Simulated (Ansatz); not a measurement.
CH4FGeN (SMILES [H]/N=[C](/F)[GeH3]): methods side by side

CH4FGeN has 8 atoms, charge 0, and is taken as a singlet. SMILES: `[H]/N=[C](/F)[GeH3]`. Geometry: relaxed at PBE0-D4/def2-TZVP.

```jsonl
{"atom": "N", "x (Å)": "1.8959", "y (Å)": "0.2223", "z (Å)": "-0.3485"}
{"atom": "C", "x (Å)": "0.9081", "y (Å)": "0.0273", "z (Å)": "0.3856"}
{"atom": "F", "x (Å)": "1.1374", "y (Å)": "-0.1271", "z (Å)": "1.7024"}
{"atom": "Ge", "x (Å)": "-1.0199", "y (Å)": "-0.1038", "z (Å)": "-0.0355"}
{"atom": "H", "x (Å)": "1.6172", "y (Å)": "0.3254", "z (Å)": "-1.3199"}
{"atom": "H", "x (Å)": "-1.7662", "y (Å)": "1.0069", "z (Å)": "0.7103"}
{"atom": "H", "x (Å)": "-1.1497", "y (Å)": "0.0716", "z (Å)": "-1.5539"}
{"atom": "H", "x (Å)": "-1.5307", "y (Å)": "-1.4796", "z (Å)": "0.4037"}
```

Each level gives the electronic atomisation energy (eV). The values are calculated. Electronic energies at fixed atoms, without zero-point motion or spin-orbit coupling.

| level | kind | program | value (eV) | less CCSD(T)/6-31G* |
| --- | --- | --- | --- | --- |
| HF/6-31G* (spherical functions) | Hartree–Fock | Ansatz | 17.94 | -6.41 |
| SVWN5/6-31G* (spherical functions) | LDA | Ansatz | 32.37 | +8.02 |
| PBE/6-31G* (spherical functions) | GGA | Ansatz | 28.18 | +3.83 |
| PBE0/6-31G* (spherical functions) | global hybrid | Ansatz | 27.21 | +2.86 |
| wB97M-V/6-31G* (spherical functions) | range-separated hybrid | Ansatz | 27.60 | +3.25 |
| B2PLYP/6-31G* (spherical functions) | double hybrid | Ansatz | 26.35 | +2.00 |
| CCSD(T)/6-31G* (spherical functions) | coupled cluster or CI | Ansatz | 24.35 | 0.00 |
| CCSD/6-31G* (spherical functions) | coupled cluster or CI | Ansatz | 23.97 | -0.38 |

Differences are taken from CCSD(T)/6-31G* (spherical functions) for orientation; it has basis-set and higher-order errors of its own. All-electron rows without a relativistic Hamiltonian named are non-relativistic. Correlated wave functions underbind in double-zeta sets. The values span 17.94 to 32.37 eV. In the correlated wave-function rows the outer d shell of Ge is correlated, in sets not made for it.
